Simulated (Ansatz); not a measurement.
Wavefunction ladder for BrCl3Ti, SMILES `[Cl][Ti]([Cl])([Cl])[Br]`

Cartesian coordinates in Å:
```
Cl -1.677 -0.041 1.381
Ti -0.028 -0.004 -0.017
Cl 0.042 -1.872 -1.102
Cl -0.293 1.631 -1.405
Br 1.956 0.286 1.143
```

The species carries charge 0 and has multiplicity 1. Correlated methods include outer-core shells of Br, Ti, which these sets cover unevenly. Scalar relativity is left out up to krypton. The structure was optimised at the PBE0-D4/def2-TZVP level. Frozen core, restricted reference, Ansatz.

```tsv
basis	HF (Eh)	MP2 corr.	CCSD corr.	(T)	CCSD(T) total
def2-SVP	-4798.69283	-0.96101	-0.96473	-0.05078	-4799.70834
def2-TZVPP	-4799.61477	-1.28816	-1.30891	-0.07761	-4801.00129
def2-QZVPP	-4799.71804	-1.69925	–	–	–
```
